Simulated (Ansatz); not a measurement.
Ansatz (an electronic-structure program) input (PBE0/STO-3G):

Ansatz 0.2 input:
```yaml
crystal:
  periodic: [false, false, false]
  atoms:
    - {symbol: Si, position_ang: [-0.00839869, 3.03420372, -0.68977613]}
    - {symbol: O, position_ang: [0.29357424, 1.59785126, 0.05593234]}
    - {symbol: Si, position_ang: [-0.00423347, 0.01670000, 0.05419155]}
    - {symbol: Cl, position_ang: [0.14080898, -0.68595093, -1.87913256]}
    - {symbol: O, position_ang: [-1.49096898, -0.26717211, 0.59962297]}
    - {symbol: Si, position_ang: [-2.70986955, -1.36972976, 0.69655254]}
    - {symbol: O, position_ang: [1.07533719, -0.74976445, 0.96811366]}
    - {symbol: Si, position_ang: [2.63658409, -1.25799527, 1.08713932]}
    - {symbol: H, position_ang: [-1.45902093, 3.17489996, -0.94542154]}
    - {symbol: H, position_ang: [0.73007492, 3.09342677, -1.96916424]}
    - {symbol: H, position_ang: [0.45308206, 4.10944651, 0.21123025]}
    - {symbol: H, position_ang: [-3.38804916, -1.47525873, -0.61284826]}
    - {symbol: H, position_ang: [-2.16628605, -2.69045124, 1.08335475]}
    - {symbol: H, position_ang: [-3.66014056, -0.89398544, 1.72203619]}
    - {symbol: H, position_ang: [2.86129290, -1.68233810, 2.48367457]}
    - {symbol: H, position_ang: [3.55495055, -0.15093286, 0.74008305]}
    - {symbol: H, position_ang: [2.85965023, -2.39545990, 0.16945464]}
basis:
  gaussian:
    orbitals: STO-3G
hamiltonian:
  xc: {name: PBE0}
```

Output:

```
Functional definition: PBE0
integrals: 0.03 GiB planned
822 factors; integrals over basis functions are off by at most 3.1e-5 eV
0.10 GiB of the device are held for the grids
0.31 GiB of device memory are held for the factors and their scratch space
mean field: 0.18 GiB planned
mean field evaluation 1: about -49710.3168 eV, gradient 4.3e1 eV
mean field evaluation 2: about -49712.2244 eV, gradient 3.8e1 eV
mean field evaluation 4: about -49716.2569 eV, gradient 4.0e-1 eV
mean field evaluation 8: about -49716.2323 eV, gradient 1.2e-2 eV
mean field -49716.23228188 eV, -1827.0378374865 hartree, gradient 1.5e-5 eV, S^2 0.000000; 0 other end points of the search recorded, 0 dependent functions left out
reference -49716.23230699 eV, -1827.0378384092 hartree; 53, 53 occupied and 16, 16 virtual orbitals, 822 factors
Total energy: -49716.23230699 eV, -1827.0378384092 hartree
```
